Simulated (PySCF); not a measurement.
C₃H₆N₂Si, SMILES CC1=NC=N[SiH2]1.

Coordinates come from a PBE0-D3(BJ)/def2-SVP optimisation. The structure was generated by enumeration, and PubChem lists no compound with its InChIKey, so it may never have been made.

Two levels are set side by side: PBE/def2-TZVP (PySCF) and CAM-B3LYP/def2-TZVP (PySCF). Same geometry, gas phase. Differences are taken from unrounded values.

```json
[
 {"quantity": "orbital gap (eV)", "CAM-B3LYP": "7.85"},
 {"quantity": "highest occupied level (eV)", "CAM-B3LYP": "-8.77"},
 {"quantity": "lowest empty level (eV)", "CAM-B3LYP": "-0.93"},
 {"quantity": "dipole moment (D)", "CAM-B3LYP": "2.58"},
 {"quantity": "mean polarisability (bohr³)", "CAM-B3LYP": "70.1"}
]
```

Problem. What does PBE give, and how far is it from CAM-B3LYP? (An estimate is asked for; the answer gives what the named calculation found.)

Solution. 
```
quantity                       PBE  PBE minus CAM-B3LYP
---------------------------  -----  -------------------
orbital gap (eV)              2.82                -5.03
highest occupied level (eV)  -5.91                 2.86
lowest empty level (eV)      -3.09                -2.17
dipole moment (D)             2.46                -0.12
mean polarisability (bohr³)   74.5                  4.4
```

PBE's occupied levels lie high since its potential decays too fast outside the molecule; exact exchange lowers them and widens the gap. PBE's more diffuse valence density responds more strongly to a field. Differences between two approximate levels are no errors against the true value.

Rough cost on one machine, each run with all the roots and properties that it gave: CAM-B3LYP against PBE within a factor of 2.
